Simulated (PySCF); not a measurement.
**Deuteron quadrupole couplings in `CCCn1cc([SiH3])nn1`**

Compound: C₅H₁₁N₃Si.
Numbering: `[CH3:1][CH2:2][CH2:3][n:4]1[cH:5][c:6]([SiH3:7])[n:8][n:9]1` (hydrogens: H10, H11, H12 on C1; H13, H14 on C2; H15, H16 on C3; H17 on C5; H18, H19, H20 on Si7)

Cartesian coordinates in Å at the GFN2-xTB level; atoms count from 1:
```
atom  x, y, z in Å
C1    -2.2522   -0.9754   -0.6306
C2    -2.3753    0.5109   -0.3189
C3    -1.3765    0.9682    0.7497
N4    -0.0226    0.8381    0.2899
C5     0.8463   -0.1759    0.4859
C6     1.9792    0.1741   -0.2219
Si7    3.6085   -0.7186   -0.4395
N8     1.7165    1.3742   -0.7995
N9     0.5381    1.7549   -0.4945
H10   -2.9839   -1.2631   -1.3810
H11   -2.4263   -1.5711    0.2636
H12   -1.2628   -1.2109   -1.0175
H13   -2.2038    1.0943   -1.2250
H14   -3.3818    0.7297    0.0412
H15   -1.4928    0.3733    1.6596
H16   -1.5463    2.0228    0.9817
H17    0.6175   -1.0280    1.0907
H18    4.6126   -0.1451    0.4591
H19    3.3681   -2.1205   -0.0723
H20    4.0324   -0.6211   -1.8333
```

Level: PBE0/pcSseg-1 (PySCF, non-relativistic); Q(2H) = 0.00286 b; rigid geometry, the same for H and D, with no vibrational averaging.

Question: Rank these positions by the coupling χzz of a deuteron there, largest first.
A. H11 (methyl hydrogen)
B. H20 (Si–H hydrogen)
C. H19 (Si–H hydrogen)
D. H17 (aromatic hydrogen)
E. H15 (methylene hydrogen)
F. H13 (methylene hydrogen)

Answer: D (233 kHz), A (211 kHz), F (202 kHz), E (197 kHz), B (111 kHz), C (107 kHz).

Tabulate Vzz, the asymmetry η and χzz = 234.96 MHz × Q × Vzz for every hydrogen position.

| atom | bonded to | bond length (Å) | Vzz (au) | η | χzz (kHz) |
| --- | --- | --- | --- | --- | --- |
| H10 | C1 | 1.087 | 0.3169 | 0.02 | 213 |
| H11 | C1 | 1.088 | 0.3136 | 0.02 | 211 |
| H12 | C1 | 1.088 | 0.3103 | 0.02 | 209 |
| H13 | C2 | 1.091 | 0.2999 | 0.02 | 202 |
| H14 | C2 | 1.091 | 0.3047 | 0.03 | 205 |
| H15 | C3 | 1.093 | 0.2937 | 0.07 | 197 |
| H16 | C3 | 1.093 | 0.2923 | 0.06 | 196 |
| H17 | C5 | 1.070 | 0.3470 | 0.08 | 233 |
| H18 | Si7 | 1.464 | 0.1615 | 0.01 | 109 |
| H19 | Si7 | 1.469 | 0.1585 | 0.02 | 107 |
| H20 | Si7 | 1.460 | 0.1646 | 0.01 | 111 |

Average by the element that carries the hydrogen.

on C: 208 kHz over 8 positions, mean bond length 1.088 Å; on Si: 109 kHz over 3 positions, mean bond length 1.465 Å.

How does χzz go with the bond length over the 8 C–H bonds?

A straight-line fit has a slope of -14.9 kHz for each 0.01 Å, with a correlation coefficient of -0.97, over lengths from 1.070 to 1.093 Å. The longer bonds have the smaller couplings here.

A static deuteron (I = 1) shows a doublet split by (3/2)χ, (3/4)χ(1 + η) and (3/4)χ(1 − η) with the field along z, y and x of the gradient. What are these for H16?

With |χ| = 196.4 kHz and η = 0.059: 295, 156 and 139 kHz, to first order and without motion.

The structure is a single GFN2-xTB conformer in the gas phase; no vibrational or solvent corrections. GFN2-xTB bond lengths can be off by several hundredths of an ångström, more for odd bonds, and the gradients follow them. The small basis limits the accuracy of the gradients.

These values come from a run that also computed NMR shieldings. The run took about 2.5 min of CPU time (with the writing of density and orbital grids) (one thread, shared machine).
